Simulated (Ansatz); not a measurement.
CH₈NSbSi, SMILES `[CH3][Sb]([NH2])[SiH3]`. Total charge 0; spin multiplicity 1. Correlated methods include outer-core shells of Sb, which these sets cover unevenly. Sb: def2 effective core potential.

Z-matrix (Å, degrees):
```
C
Sb 1 2.155
H 1 1.091 2 109.9
H 1 1.090 2 108.1 3 119.3
H 1 1.090 2 110.4 3 -121.0
N 2 2.047 1 93.8 3 168.5
Si 2 2.587 1 92.7 3 70.9
H 6 1.013 2 113.8 1 -71.1
H 6 1.012 2 111.5 1 166.7
H 7 1.492 2 109.4 1 52.9
H 7 1.489 2 111.0 1 172.1
H 7 1.490 2 111.6 1 -66.9
```

Give the diagnostics of a CCSD(T)/def2-TZVPP run (frozen core, Ansatz). (An estimate is asked.)

Ansatz gave: T1 = 0.0129, largest single amplitude 0.022, largest double 0.036, (T) share of the correlation energy 3.5 %, 10 CCSD cycles. The RHF solution is stable towards an unrestricted one. T1 lies under the customary mark of 0.02 for closed shells.
